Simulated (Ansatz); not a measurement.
Species: C2H4N2, SMILES `N=C=CN` (charge 0, multiplicity 1).

Question: Give a relaxed geometry from r2SCAN-D4/def2-TZVP run with Ansatz (a program for electronic structure).

Answer: This is not unique; one that fits is the end point of this relaxation, one of several conformers (outside a Z-matrix the atoms follow the SMILES, hydrogens last).
Bond lengths (Å): N1–C2 1.230, N1–H5 1.025, C2–C3 1.312, C3–N4 1.425, C3–H6 1.085, N4–H7 1.013, N4–H8 1.015. Angles (°): C2–N1–H5 114.4, N1–C2–C3 174.7, C2–C3–N4 125.4, C2–C3–H6 118.0, N4–C3–H6 116.2, C3–N4–H7 111.3, C3–N4–H8 110.6, H7–N4–H8 107.8.
